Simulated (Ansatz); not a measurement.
HCl3Ge, charge -1, doublet, geometry from GFN2-xTB (a state made from the parent by changing its charge; the spin is typed, not shown lowest) (a gas-phase anion, which may not be bound at this level); HF/STO-3G (Ansatz, an electronic-structure program).

Input for Ansatz:
Ansatz 0.2 input:
```yaml
crystal:
  periodic: [false, false, false]
  atoms:
    - {symbol: Ge, position_ang: [0.18961606, 0.14465705, 0.11687467]}
    - {symbol: Cl, position_ang: [-0.81013033, 2.36575078, -0.06066118]}
    - {symbol: Cl, position_ang: [2.01410151, -1.47877166, 0.11574629]}
    - {symbol: Cl, position_ang: [-1.55983724, -1.16332174, -0.38022513]}
    - {symbol: H, position_ang: [-0.01799083, 0.06879887, 1.78739072]}
basis:
  gaussian:
    orbitals: STO-3G
hamiltonian:
  xc: hf
total_charge: -1
magnetization: {spin_polarized: true, initial_magnetization: 1}
accuracy: high
```

**Question.** Predict the main parts of the log of this Ansatz run.

**Answer.** 
```
Functional definition: HF
781 factors; integrals over basis functions are off by at most 3.4e-8 eV
mean field evaluation 1: about -92955.7684 eV, gradient 1.1e1 eV
mean field evaluation 2: about -92955.8567 eV, gradient 1.1e1 eV
mean field evaluation 4: about -92957.8089 eV, gradient 1.1e0 eV
mean field evaluation 8: about -92957.8546 eV, gradient 3.0e-4 eV
mean field evaluation 16: about -92957.8518 eV, gradient 8.0e-9 eV
mean field -92957.85181411 eV, -3416.1380450734 hartree, gradient 8.0e-9 eV, S^2 0.763206; 0 other end points of the search recorded, 0 dependent functions left out
reference -92957.85181411 eV, -3416.1380450734 hartree; 43, 42 occupied and 3, 4 virtual orbitals, 781 factors
Total energy: -92957.85181411 eV, -3416.1380450734 hartree
```
